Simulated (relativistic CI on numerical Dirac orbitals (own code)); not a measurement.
**Energy levels of Au LXIV**

These numbers are calculated, not measured: Dirac-Coulomb-Breit CI, separate exchange-only KLI orbitals for each configuration, model QED (radiative potential, 1s self-energy scaled to tabulated hydrogen-like ionisation energies), unscaled Slater integrals (own radial code, finite nucleus).

CI space (outside the closed core [Ne]): 3s2 3p4, 3s2 3p3 3d, 3s 3p5, 3p6, 3s 3p4 3d, 3s 3p3 3d2, 3p5 3d, 3s2 3p2 3d 4p, 3s 3p3 3d 4s, 3s2 3p3 4s, 3p5 4s, 3p5 4p, 3s2 3p2 3d2, 3s2 3p 3d3, 3s 3p2 3d3, 3s2 3p 3d2 4s, 3p4 3d2, 3p3 3d3, 3p3 3d2 4s, 3s2 3p2 3d 4s, 3s 3p2 3d2 4s, 3s2 3p 3d 4s2. Double excitations out of closed p, d and f shells are left out; levels of such configurations are missing from the list, as are those of other unlisted configurations, and high levels can miss mixing partners.

The lowest level is 3s2 3p4 3P_2, with 68 % of that term; Hund's rules for 3s2 3p4 give 3P with J = 2, in agreement.

```tsv
No.	Configuration	Term	J	E (eV)	%	jj configuration (%)
1	3s2 3p4	3P	2	0.00	68	3p3/2^2 (99)
2	3s2 3p4	1S	0	21.77	64	3p3/2^2 (99)
3	3p3(2P°) 3d	3D°	2	255.35	32	3p3/2 3d3/2 (99)
4	3p3(2P°) 3d	3D°	1	264.92	34	3p3/2 3d3/2 (99)
5	3p3(2P°) 3d	3P°	0	265.13	63	3p3/2 3d3/2 (99)
6	3p3(2P°) 3d	3F°	3	265.40	28	3p3/2 3d3/2 (98)
7	3p3(2P°) 3d	3F°	4	368.50	50	3p3/2 3d5/2 (100)
8	3p3(2D°) 3d	3D°	2	376.56	34	3p3/2 3d5/2 (98)
9	3p3(2P°) 3d	3D°	3	397.04	44	3p3/2 3d5/2 (97)
10	3p3(4S°) 3d	3D°	1	409.70	34	3p3/2 3d5/2 (99)
11	3s2 3p4	3P	1	477.60	99	3p1/2 3p3/2^3 (99)
12	3s2 3p4	1D	2	487.95	67	3p1/2 3p3/2^3 (99)
13	3p2(1S) 3d2(3F)	3F	2	522.35	40	3p1/2^2 3d3/2^2 (99)
14	3p2(3P) 3d2(1S)	3P	0	550.19	58	3p1/2^2 3d3/2^2 (99)
15	3p2(1S) 3d2(3F)	3F	3	641.05	32	3p1/2^2 3d3/2 3d5/2 (99)
16	3p2(1S) 3d2(3P)	3P	2	653.23	23	3p1/2^2 3d3/2 3d5/2 (98)
17	3p2(1S) 3d2(3P)	3P	1	658.83	37	3p1/2^2 3d3/2 3d5/2 (99)
18	3p2(1S) 3d2(1G)	1G	4	658.86	25	3p1/2^2 3d3/2 3d5/2 (98)
19	3s 3p5	3P°	2	681.74	85	3s 3p3/2^3 (85)
20	3s 3p5	1P°	1	703.41	34	3s 3p3/2^3 (56)
21	3p3(2D°) 3d	3F°	2	722.20	44	3p1/2 3p3/2^2 3d3/2 (98)
22	3p3(4S°) 3d	5D°	0	723.83	54	3p1/2 3p3/2^2 3d3/2 (98)
23	3p3(2D°) 3d	3D°	1	725.90	43	3p1/2 3p3/2^2 3d3/2 (84)
24	3p3(2D°) 3d	3G°	3	731.05	35	3p1/2 3p3/2^2 3d3/2 (98)
25	3p3(2D°) 3d	3G°	4	739.66	50	3p1/2 3p3/2^2 3d3/2 (99)
26	3p3(2P°) 3d	3F°	2	754.61	66	3p1/2 3p3/2^2 3d3/2 (97)
27	3p2(1S) 3d2(3F)	3F	4	769.72	30	3p1/2^2 3d5/2^2 (97)
28	3p3(2D°) 3d	3D°	3	770.03	38	3p1/2 3p3/2^2 3d3/2 (98)
29	3p3(2D°) 3d	3D°	2	778.68	31	3p1/2 3p3/2^2 3d3/2 (89)
30	3p2(1S) 3d2(3P)	3P	2	780.05	21	3p1/2^2 3d5/2^2 (98)
31	3p3(2D°) 3d	3S°	1	785.56	35	3p1/2 3p3/2^2 3d3/2 (86)
32	3p3(2P°) 3d	3D°	1	799.29	37	3p1/2 3p3/2^2 3d3/2 (83)
33	3p2(3P) 3d2(1S)	3P	0	809.25	62	3p1/2^2 3d5/2^2 (97)
34	3p3(2D°) 3d	3D°	3	830.80	53	3p1/2 3p3/2^2 3d5/2 (99)
35	3p3(4S°) 3d	5D°	4	830.98	53	3p1/2 3p3/2^2 3d5/2 (99)
36	3p3(2D°) 3d	3F°	4	844.81	71	3p1/2 3p3/2^2 3d5/2 (99)
37	3p3(2D°) 3d	3G°	5	848.18	99	3p1/2 3p3/2^2 3d5/2 (99)
38	3p3(4S°) 3d	3D°	1	848.85	46	3p1/2 3p3/2^2 3d5/2 (97)
39	3p3(2D°) 3d	1S°	0	851.35	54	3p1/2 3p3/2^2 3d5/2 (98)
40	3p3(2P°) 3d	3D°	2	868.56	45	3p1/2 3p3/2^2 3d5/2 (99)
41	3p3(2P°) 3d	1F°	3	876.13	36	3p1/2 3p3/2^2 3d5/2 (99)
42	3p3(4S°) 3d	3D°	2	879.88	47	3p1/2 3p3/2^2 3d5/2 (97)
43	3p3(2D°) 3d	3S°	1	883.44	38	3p1/2 3p3/2^2 3d5/2 (96)
44	3p3(2D°) 3d	1F°	3	889.11	46	3p1/2 3p3/2^2 3d5/2 (96)
45	3p3(2D°) 3d	3P°	2	892.67	44	3p1/2 3p3/2^2 3d5/2 (95)
46	3s 3p4(3P)<4P> 3d	5D	2	919.33	34	3s 3p3/2^2 3d3/2 (92)
47	3s 3p4(3P)<4P> 3d	5P	1	924.04	36	3s 3p3/2^2 3d3/2 (92)
48	3s 3p4(3P)<4P> 3d	5D	3	928.64	34	3s 3p3/2^2 3d3/2 (92)
49	3s 3p4(3P)<4P> 3d	3F	4	936.50	37	3s 3p3/2^2 3d3/2 (94)
50	3s 3p4(1S)<2S> 3d	3D	1	953.36	45	3s 3p3/2^2 3d3/2 (79)
51	3s 3p4(3P)<2P> 3d	3P	0	963.03	53	3s 3p3/2^2 3d3/2 (68)
52	3s 3p4(3P)<2P> 3d	3D	2	965.18	21	3s 3p3/2^2 3d3/2 (57)
53	3s 3p4(1S)<2S> 3d	3D	1	969.85	34	3s 3p3/2^2 3d3/2 (63)
54	3s 3p4(1D)<2D> 3d	3G	3	970.21	25	3s 3p3/2^2 3d3/2 (76)
55	3s 3p4(1S)<2S> 3d	3D	2	972.62	34	3s 3p3/2^2 3d3/2 (82)
56	3s2 3p4	3P	0	974.93	57	3p3/2^4 (89)
57	3p2(3P) 3d2(3F)	5G	3	998.77	28	3p1/2 3p3/2 3d3/2^2 (89)
58	3p2(3P) 3d2(3F)	5F	1	1001.10	35	3p1/2 3p3/2 3d3/2^2 (67)
59	3p2(1D) 3d2(3F)	3H	4	1003.62	35	3p1/2 3p3/2 3d3/2^2 (95)
60	3p2(3P) 3d2(3F)	5G	2	1003.63	15	3p1/2 3p3/2 3d3/2^2 (57)
61	3s 3p4(3P)<4P> 3d	5F	5	1030.33	67	3s 3p3/2^2 3d5/2 (95)
62	3s 3p4(1D)<2D> 3d	3F	4	1033.19	44	3s 3p3/2^2 3d5/2 (93)
63	3p2(3P) 3d2(1S)	3P	1	1041.47	33	3p1/2 3p3/2 3d3/2^2 (88)
64	3p2(1D) 3d2(3F)	3F	2	1044.09	25	3p1/2 3p3/2 3d3/2^2 (92)
65	3s 3p4(3P)<4P> 3d	3P	0	1052.30	57	3s 3p3/2^2 3d5/2 (79)
66	3p2(3P) 3d2(3F)	3F	3	1053.66	20	3p1/2 3p3/2 3d3/2^2 (76)
67	3p2(1D) 3d2(3F)	3D	1	1054.71	21	3p1/2 3p3/2 3d3/2^2 (72)
68	3p2(1D) 3d2(3P)	3D	2	1058.95	20	3p1/2 3p3/2 3d3/2^2 (84)
69	3s 3p4(3P)<4P> 3d	3P	1	1060.44	35	3s 3p3/2^2 3d5/2 (76)
70	3s 3p4(3P)<4P> 3d	3D	3	1061.59	29	3s 3p3/2^2 3d5/2 (75)
```

Energies count from the lowest computed level; ° marks odd parity. Percentages are summed over parent terms; the parents shown are those of the largest component, closed shells are left out there, and <> holds an intermediate term. Filled j subshells are mostly left out of the jj labels.

The mean weight of the leading LS term, summed over parents, in these 70 levels is 43 %, and that of the leading jj configuration (from the same eigenvectors) 91 %, so jj coupling describes them better and the LS labels are nominal.

At this charge energies of transitions that change n are usually good to better than 1 %, and those within a shell (Δn = 0) to a few per cent.

LS names give the leading component of a level, which can be under half, so a name can repeat, a term be missing and a line seem to break the LS rules.
